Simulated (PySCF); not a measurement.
Compound: C₉H₈O.
Structure used (PBE0-D3(BJ)/def2-SVP), in Å, numbered top down from 1:
```
atom  x, y, z in Å
C1     2.3302   -2.0249   -0.3307
C2     2.0134   -0.8022   -0.7747
C3     0.7946   -0.0717   -0.4382
C4     0.5192    1.2205   -0.9544
C5    -0.6350    1.9411   -0.6472
C6    -1.6318    1.4312    0.2135
O7    -2.7220    2.1762    0.4749
C8    -1.3497    0.1684    0.6992
C9    -0.2267   -0.5092    0.3930
C10   -1.1675   -1.1781    1.3336
H11    3.2625   -2.5129   -0.6228
H12    1.6635   -2.5755    0.3396
H13    2.7046   -0.2823   -1.4476
H14    1.2494    1.6785   -1.6281
H15   -0.7878    2.9341   -1.0756
H16   -3.2936    1.6856    1.0748
H17   -0.9122   -1.2411    2.4026
H18   -1.7756   -2.0271    0.9863
```

All values: wB97X-D/def2-SVPD (PySCF, non-relativistic), on one gas-phase PBE0-D3(BJ)/def2-SVP geometry that isn't relaxed in the solvent. The solvent is an IEF-PCM continuum (cavity from Bondi-type radii × 1.2), and excitations are vertical TDDFT with non-equilibrium linear response and a frozen core. Only the electrostatic response of the medium enters.

```csv
run,E − E(gas) (kcal/mol),HOMO (eV),HOMO–LUMO gap (eV),dipole (D),lowest singlet (eV),static polarisability (au)
gas,0.00,-7.89,8.59,1.35,4.86,113.1
P,-6.48,-7.96,8.60,1.89,4.82,162.6
Q,-5.16,-7.93,8.60,1.77,4.81,151.4
```

The runs were made in tetrahydrofuran and water. Which run belongs to which solvent?

P = water, Q = tetrahydrofuran. The dielectric constants are 7.426 (tetrahydrofuran), 78.36 (water), and the energy falls further as ε rises. The optical constants n² used for the excitations are 1.97, 1.78 in the same order. In this model the ground state sees the solvent through ε alone.

How constant is the ratio of the lowering to (ε − 1)/(2ε + 1)?

```
        solvent  (ε − 1)/(2ε + 1)  E − E(gas) (kcal/mol)  ratio (kcal/mol)  polarisation term (kcal/mol)
tetrahydrofuran             0.405                  -5.16             -12.7                         -5.75
          water             0.490                  -6.48             -13.2                         -7.45
```

The ratio changes by +3.9 % in size from tetrahydrofuran to water. The polarisation term is half the interaction of the solute with the induced surface charges.

On Arm Neoverse N1, one thread, no GPU, on a shared host, this took 2.1 min. This is the whole response run at wB97X-D/def2-SVPD in water, SCF included.

wB97X-D is run here without its empirical dispersion term; that term would change no orbital, density or response property at a fixed geometry.
